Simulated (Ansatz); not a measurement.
Geometry optimisation, RHF/def2-SVP in Ansatz 0.2.0.

input.yaml

```yaml
crystal:
  periodic: [false, false, false]
  atoms:
    - { symbol: Ge, position_ang: [-0.18878, -0.153208, 0.110722] }
    - { symbol: Ge, position_ang: [-0.188537, -0.104513, 2.525085] }
    - { symbol: H, position_ang: [-1.106647, -1.230176, 3.016968] }
    - { symbol: H, position_ang: [1.225709, -0.333356, 3.07678] }
    - { symbol: H, position_ang: [-0.73078, 1.231525, 3.036544] }
    - { symbol: H, position_ang: [1.096685, -0.259381, -0.691681] }
    - { symbol: Cl, position_ang: [-1.392802, 1.469674, -0.663516] }
    - { symbol: F, position_ang: [-1.088152, -1.571696, -0.320933] }
    - { symbol: S, position_ang: [1.754619, 2.507564, 1.148399] }
    - { symbol: H, position_ang: [2.877562, 2.121145, 1.75986] }
    - { symbol: H, position_ang: [0.981823, 2.384021, 2.274472] }
basis:
  gaussian: { orbitals: def2-SVP }
hamiltonian:
  xc: hf
relax:
  f_tol: 0.03
  max_steps: 50
output:
  orbitals: {}
```

Launched with:

```bash
$ ansatz run input.yaml --threads 4 --pin off --max-ram 5120MiB --backend cpu --events-out ev --progress --plain --runs-dir out
```

Problem. Where does it end, and by what steps?

Solution. The forces met the threshold. The force dipped under the threshold on the way, but the program's further checks kept it going. After 36 steps the energy has fallen by 0.243 eV; H11 moved furthest, 1.60 Å.

```
step  energy less start (eV)  largest force component (eV/Å)  accepted
   0                  0.0000                           0.868       yes
   2                 -0.1630                           0.350       yes
   4                 -0.2006                           0.130       yes
   6                 -0.1936                           0.251        no
   8                 -0.2198                           0.024       yes
  10                 -0.2213                           0.051       yes
  12                 -0.2228                           0.198       yes
  14                 -0.2250                           0.176       yes
  16                 -0.2280                           0.229       yes
  18                 -0.2313                           0.103       yes
  20                 -0.2327                           0.042       yes
  22                 -0.2345                           0.024       yes
  24                 -0.2356                           0.200       yes
  26                 -0.2384                           0.045       yes
  28                 -0.2352                           0.400        no
  30                 -0.2380                           0.144        no
  32                 -0.2406                           0.087       yes
  34                 -0.2411                           0.189       yes
  36                 -0.2433                           0.020       yes
```

```xyz
11
Properties=species:S:1:pos:R:3
Ge -0.299 -0.217 0.153
Ge -0.191 -0.447 2.591
H -1.273 -1.440 3.024
H 1.190 -0.974 2.990
H -0.441 0.917 3.236
H 0.970 -0.296 -0.683
Cl -1.329 1.613 -0.393
F -1.320 -1.479 -0.442
S 2.306 2.424 1.254
H 2.319 2.692 2.562
H 1.309 3.269 0.980
```

Whether the end is a true minimum wasn't checked by a vibrational analysis.

Time of the run: 91 s on 4 threads of Arm Neoverse V1, with other jobs on the host, peak memory 0.44 GiB.
